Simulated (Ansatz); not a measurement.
`C/C([SiH3])=C\N` → `CC([SiH3])C=N`  (isomerisation)

Program: Ansatz. Geometries: PBE0-D4/def2-TZVP. ΔE: electronic, gas phase. CCSD(T)/CBS adds triple-zeta CCSD(T) − MP2 to the extrapolated MP2 energy (def2 sets, frozen cores). DFT in def2-TZVPP. One conformer a species, not always the lowest.

`C/C([SiH3])=C\N`:

Z-matrix (Å, degrees):
```
C
C 1 1.505
H 1 1.097 2 111.8
H 1 1.098 2 111.8 3 120.3
H 1 1.092 2 112.2 3 -120.1
Si 2 1.841 1 120.9 3 114.3
C 2 1.345 1 120.1 3 -65.0
H 6 1.493 2 112.3 1 -60.1
H 6 1.493 2 111.8 1 58.7
H 6 1.490 2 109.5 1 179.3
N 7 1.371 2 125.6 1 2.6
H 7 1.086 2 120.6 1 179.6
H 11 1.004 7 117.6 2 -160.0
H 11 1.006 7 117.6 2 -16.9
```

`CC([SiH3])C=N`:

Cartesian coordinates in Å:
```
C 0.892 -0.746 -1.107
C -0.042 -0.381 0.047
Si -1.270 0.965 -0.481
C 0.706 0.105 1.246
N 0.488 -0.140 2.467
H 1.500 0.111 -1.408
H 0.331 -1.075 -1.985
H 1.574 -1.552 -0.823
H -0.646 -1.250 0.337
H -0.531 2.220 -0.782
H -1.984 0.520 -1.708
H -2.253 1.218 0.604
H 1.541 0.781 1.021
H -0.305 -0.777 2.573
```

```tsv
level	ΔE (eV)
r2SCAN	0.25
MP2/CBS(def2)	0.22
```

Question: What does CCSD(T)/CBS give? (An estimate is asked.)

Answer: Computed: +0.15 eV. The listed levels differ from it by 0.10, 0.07 eV.

Largest T1 diagnostic among the species: 0.012.
